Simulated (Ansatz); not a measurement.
`[F][Ge]([F])([Cl])[Br]` + H₂Se → `[F][Ge]([F])([Cl])[SeH]` + HBr at 700 K and 1 bar (ligand exchange at a Ge–Br bond).

Isolated molecules relaxed with PBE0-D4/def2-TZVP in Ansatz; ΔE leaves out vibrations. CCSD(T)/CBS is the MP2 limit (def2-TZVPP, def2-QZVPP) plus CCSD(T) − MP2 in def2-TZVPP, frozen cores. For Br, Ge, Se outer-core shells are correlated without core-valence functions, which leaves a few kJ/mol of doubt a bond. Scalar relativity is left out up to krypton. Each species was taken in one conformer, which may not be the lowest.

```tsv
species	CCSD(T)/CBS energy (Eh)	H − E (kJ/mol)	S (J/(mol·K))
`[F][Ge]([F])([Cl])[Br]`	-5308.95213	78.9	442.6
H₂Se	-2401.89790	61.1	251.1
`[F][Ge]([F])([Cl])[SeH]`	-5136.92697	106.2	474.6
HBr	-2573.91920	36.5	223.7
```

H − E and S are ideal-gas, rigid-rotor, harmonic terms from PBE0-D4/def2-TZVP, for one conformer and one mirror image of each species. 1 Eh = 2625.50 kJ/mol, R = 8.31446 J/(mol·K).

Task: By hand: ΔE, ΔH, ΔS and ΔG.

Result: ΔE = (-5136.92697) + (-2573.91920) − (-5308.95213) − (-2401.89790) = 0.00386 Eh = 10.1 kJ/mol. Δ(H − E) = 106.2 + 36.5 − 78.9 − 61.1 = 2.7, so ΔH = 12.8 kJ/mol. ΔS = 474.6 + 223.7 − 442.6 − 251.1 = 4.6 J/(mol·K). ΔG = 12.8 − 700 × (4.6)/1000 = 9.6 kJ/mol.

Task: By hand: the equilibrium constant, and the temperature at which ΔG would vanish if ΔH and ΔS stayed fixed.

Result: log₁₀ K = −ΔG/(RT ln 10) = -0.7. ΔG = 0 at ΔH/ΔS = 2783 K, far beyond where these terms or the molecules hold.

The number of gas molecules stays the same, so ΔS is small and ΔH decides. A doubt of 5 kJ/mol in ΔE shifts log₁₀ K by 0.4 here. Other conformers and mirror images would add mixing entropy, several J/(mol·K) or more a flexible species. These are equilibria of isolated gas molecules and say nothing of rates. Largest T1 diagnostic: 0.011 (customary marks: 0.02 for closed shells, 0.045 for open ones).
